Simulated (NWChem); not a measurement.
Molecule: C3H5NOSi; SMILES n1cocc1[SiH3]

Computed with NWChem. The geometry was optimised at B3LYP/6-31G* (spherical d). Hybrids' shares of exact exchange are those that their runs print; pure functionals count as 0. The functionals differ in more than this share.

```csv
row,share of exact exchange,highest occupied level (eV)
PBE/def2-TZVP,0.00,-6.42
TPSSh/def2-TZVP,0.10,-6.83
B3LYP/def2-TZVP,0.20,-7.26
PBE0/def2-TZVP,0.25,withheld
PW6B95/def2-TZVP,0.28,-7.55
```

Fit a straight line of the last column on the one before it, predict the withheld value, and compare with the run.


1. Means of the 4 shown rows: x = 0.145, y = -7.015. Slope Σ(x − x̄)(y − ȳ)/Σ(x − x̄)² = -0.1803/0.04430 = -4.070; intercept -6.425.
2. The shown rows scatter about the line by 0.013 (root mean square); the largest residual is -0.02, at B3LYP/def2-TZVP.
3. At x = 0.25 (PBE0/def2-TZVP; inside the shown range) the line gives -7.44.
4. The run gives -7.46, -0.02 from the line.
